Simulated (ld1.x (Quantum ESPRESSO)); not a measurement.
# u(r) = r·R(r): atom against pseudo-atom (Mg)

Columns: radius, all-electron u(r) and pseudo u(r) of the 3p shell (level -1.52 eV) of magnesium in the configuration [Ne] 3s1.75 3p0.25; PBEsol, scalar-relativistic, TM scheme, ld1.x (Quantum ESPRESSO) 7.5.

```csv
r (bohr),all-electron,pseudo
0.192,0.1079,-0.0047
0.385,0.1639,-0.0186
0.578,0.1379,-0.0412
0.770,0.0739,-0.0713
0.962,-0.0026,-0.1078
1.155,-0.0797,-0.1492
1.348,-0.1517,-0.1936
1.540,-0.2161,-0.2391
1.732,-0.2730,-0.2839
1.925,-0.3230,-0.3266
2.118,-0.3658,-0.3656
2.310,-0.4012,-0.3995
2.502,-0.4297,-0.4279
2.695,-0.4518,-0.4505
2.888,-0.4680,-0.4672
3.080,-0.4787,-0.4784
3.272,-0.4846,-0.4845
3.465,-0.4862,-0.4862
3.658,-0.4842,-0.4842
3.850,-0.4790,-0.4790
4.043,-0.4711,-0.4711
4.235,-0.4611,-0.4611
4.428,-0.4492,-0.4492
4.620,-0.4361,-0.4361
4.812,-0.4220,-0.4220
5.005,-0.4071,-0.4071
```

Problem. How many radial nodes do the two functions have?

Solution. The all-electron 3p function has n − l − 1 = 1; the pseudo-wave has 0, since the states of the same l below it are removed with the core.

Problem. At about which radius was the pseudo-wave matched?

Solution. 3.85 bohr. The columns agree to 0.0005 from 3.08 bohr on; several derivatives are matched, so the curves merge somewhat inside the radius.

Problem. Is the pseudo-wave norm-conserving?

Solution. Yes: the TM scheme keeps the norm inside the radius equal to the all-electron one, which fixes the energy derivative of the logarithmic derivative at the level.
